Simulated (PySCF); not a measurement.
Species: C4H5BO2.
SMILES: `C#C/C=C\B(O)O`

Torsions of this conformer, `[CH:1]#[C:2]/[CH:3]=[CH:4]\[B:5]([OH:6])[OH:7]`: C3–C4–B5–O6 180°, H–O6–B5–C4 180°, H–O7–B5–C4 0°.

The closed-shell ground state was solved at several levels (PySCF, density fitting, gas phase, non-relativistic). One conformer (not necessarily the lowest) at the GFN2-xTB geometry, without solvent, vibrations or thermal averaging.

```tsv
level	basis functions	HOMO (eV)	LUMO (eV)	gap (eV)	dipole (D)
B3LYP/pcJ-1	239	-7.27	-1.80	5.47	1.35
CAM-B3LYP/def2-SVPD	186	-8.78	-0.59	8.19	1.40
```

Problem. What might PBE0/pcSseg-1 (144 basis functions) give for the same quantities?

Solution. HOMO -7.52 eV, LUMO -1.64 eV, gap 5.88 eV, dipole 1.32 D.

Problem. Over all these levels, which gives the widest orbital gap and which the narrowest?

Solution. CAM-B3LYP/def2-SVPD (range-separated hybrid) has the widest, 8.19 eV, and B3LYP/pcJ-1 (global hybrid, 20 % exact exchange) the narrowest, 5.47 eV. Functional and basis both differ between the two, so the spread mixes both effects.

Problem. How far do the dipole and the HOMO energy spread over the levels?

Solution. The dipole runs from 1.32 to 1.40 D (mean 1.36 D) and the HOMO from -8.78 to -7.27 eV.
